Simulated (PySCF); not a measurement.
C2H4FGa.
Geometry (PBE0-D3(BJ)/def2-SVP, Å), atoms numbered from 1 in this order:
```xyz
8
C2H4FGa angstrom
F      2.5871    0.1462    0.1275
C      1.3033   -0.1667    0.2632
C      0.3153    0.4767   -0.3644
Ga    -1.5181   -0.0866   -0.0787
H      1.1712   -1.0119    0.9502
H      0.6042    1.3050   -1.0216
H     -1.7512   -1.2970    0.8964
H     -2.7034    0.6436   -0.7978
```

The calculation used PySCF 2.14.0, PBE0-D3(BJ)/def2-SVP geometry optimisation, gas phase.

Q: Which atoms are bound to Ga4, and at what distances?

A: 3 atoms: H8 1.567 Å, H7 1.572 Å, C3 1.939 Å. The nearest atom not counted as bound is H6, at 2.71 Å.

Q: List the angles at Ga4.

A: 
```json
{"angle": "H7–Ga4–H8", "degrees": "122.1", "distance of the outer atoms (Å)": "2.75"}
{"angle": "C3–Ga4–H8", "degrees": "120.8", "distance of the outer atoms (Å)": "3.05"}
{"angle": "C3–Ga4–H7", "degrees": "117.1", "distance of the outer atoms (Å)": "3.00"}
```

Q: What is the shape at Ga4?

A: Planar: angles 122.1°, 120.8° and 117.1°, sum 360.0°, 0.00 Å off the plane of its three neighbours.

Q: What are the other bond lengths?

A: F1–C2 1.328 Å; C2=C3 1.336 Å; C2–H5 1.097 Å; C3–H6 1.096 Å.

Q: Give some angles away from the centre.

A: F1–C2–C3 123.6°, C2–C3–Ga4 119.4°.

Q: What are the rotational constants (commonest isotopes, rigid rotor)?

A: A = 37337, B = 1638, C = 1569 MHz: a near-prolate asymmetric top.

Point group: Cs (tolerance 0.08 Å). Charge 0, singlet. PBE0-D3(BJ)/def2-SVP frequencies: not computed here.

On Arm Neoverse N1, one thread, shared host, this took 27 s wall and 0.47 GiB of memory at its peak. This is the geometry optimisation.
